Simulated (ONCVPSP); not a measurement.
## Ga: one change to an ONCV potential, before and after

| Property | Result |
| --- | --- |
| Element | Ga (Z = 31) |
| Generator | ONCVPSP 4.0.1 |
| Type | optimised norm-conserving Vanderbilt (ONCV) |
| Functional | LDA (Perdew-Wang 92) |
| Relativity | scalar-relativistic |
| Frozen core | [Ne] |
| Valence charge | 21 |
| Reference configuration | 3s2 3p6 3d10 4s2 (charge +1) |
| Partial waves | 3s+4s: rc 0.95 bohr, ncon 4, nbas 8, qcut 14 1/bohr, 2 projectors; 3p: rc 1.05 bohr, ncon 4, nbas 7, qcut 14.2 1/bohr, 2 projectors, debl 2.3 Ha; 3d: rc 0.70 bohr, ncon 5, nbas 10, qcut 13.1 1/bohr, local |
| Local potential | the d channel |
| Core correction | none |

In the p channel the program set the typed energies aside and used -3.933, 0.250 Ha.

Change: s: qcut 8.7; p: qcut 8.8; d: qcut 8.2.

Cutoffs: the cutoffs (Ha) at which the residual kinetic energy of the hardest occupied pseudo-wave falls to 1 and 0.1 mHa per electron; they do not see the model core or the augmentation charge, which bear on the density cutoff. Errors are all-electron minus pseudo energies relative to the spin-unpolarised reference configuration.

Problem. What does the change do?

Solution. The potential gets harder (751 Ha and 820 Ha → 801 Ha and 926 Ha); a bound ghost appears in p, s, which as a rule spoils a file; the lowest positive-energy flag moves from s at 18.4 eV to none; of the 4 tests that both files solve, the error grows in 1 and shrinks in 3 by more than 15 % and 0.3 meV (median size 9.8 → 1.4 meV); the range in which the s phases agree widens (upper end 0.3 → at the end of the scan).

| quantity | base | changed |
| --- | --- | --- |
| cutoff, loose | 751 Ha | 801 Ha |
| cutoff, tight | 820 Ha | 926 Ha |
| loose cutoff by channel | s 69 Ha, p 59 Ha, d 751 Ha | s 94 Ha, p 102 Ha, d 801 Ha |
| bound ghosts | none | s, p |
| GHOST(+) flags under 300 eV | s at 18.4 eV, p at 138.6 eV | none |
| error for 3s2 3p6 3d10 4s2 4p1, meV [ΔE -5.88 eV] | +4.7 | +0.6 |
| error for 3s2 3p6 3d10 4s1, meV [ΔE 21.50 eV] | -6.1 | -1.1 |
| error for 3s2 3p6 3d10 4s0, meV [ΔE 53.09 eV] | -14 | -1.7 |
| error for 3s1 3p6 3d10 4s2 4p1, meV [ΔE 151.14 eV] | -54 | -180 |
| s: phases at 0.97 bohr within 0.05 rad from the reference energy up to (Ha; the scan ends near 5) | 0.3 | to the end of the scan |
| p: phases at 1.06 bohr within 0.05 rad from the reference energy up to (Ha; the scan ends near 5) | to the end of the scan | to the end of the scan |
| d: phases at 0.71 bohr within 0.05 rad from the reference energy up to (Ha; the scan ends near 5) | to the end of the scan | to the end of the scan |

 A true bound ghost makes a file unfit for plane-wave use even where its test errors are small: the radial tests pick states by their node count and pass the ghost by.
